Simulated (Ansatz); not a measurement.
Consider the cleavage of the Ge–Ge bond: `[Cl][GeH2][GeH3]` + `SS` → `S[S][GeH3]` + `[Cl][GeH3]`.

Calculated with Ansatz (gas phase, PBE0-D4/def2-TZVP geometries, no zero-point term in ΔE). CBS: MP2 limit from def2 TZ/QZ plus the TZ coupled-cluster correction, frozen cores. This one scheme is used for every species. Functionals use def2-TZVPP. B3LYP here is the variant with VWN-RPA as its local correlation; programs differ in this. For Ge outer-core shells are correlated without core-valence functions, which leaves a few kJ/mol of doubt a bond. Scalar relativity is left out up to krypton. One conformer a species, not always the lowest.

**Question.** Is it downhill or uphill in electronic energy at CCSD(T)/CBS, and by how much? (An estimate is asked.)

**Answer.** The calculation gave: Downhill: ΔE = -3.1 kcal/mol.

**Question.** What do these levels give: B3LYP-D4, r2SCANh-D4, BHLYP-D4, PBE, r2SCAN0, BHLYP? (Estimate.)

**Answer.** The calculation gave: B3LYP-D4 -2.9, r2SCANh-D4 -3.2, BHLYP-D4 -3.5, PBE -2.1, r2SCAN0 -3.1, BHLYP -3.2 kcal/mol.

Largest T1 diagnostic among the species: 0.012.

From BLYP to BHLYP (50 % exact exchange), in def2-TZVPP and without D4, ΔE moves by −1.1 kcal/mol. At CCSD(T), def2-SVP lies −1.1 kcal/mol from the extrapolated value and def2-TZVPP −0.0 kcal/mol. Leaving LDA and LC-ωPBE aside and taking each functional with its dispersion term where it has one, the values, not all of them listed here, spread over 2.7 kcal/mol, from B97M-V to PBE-D4.
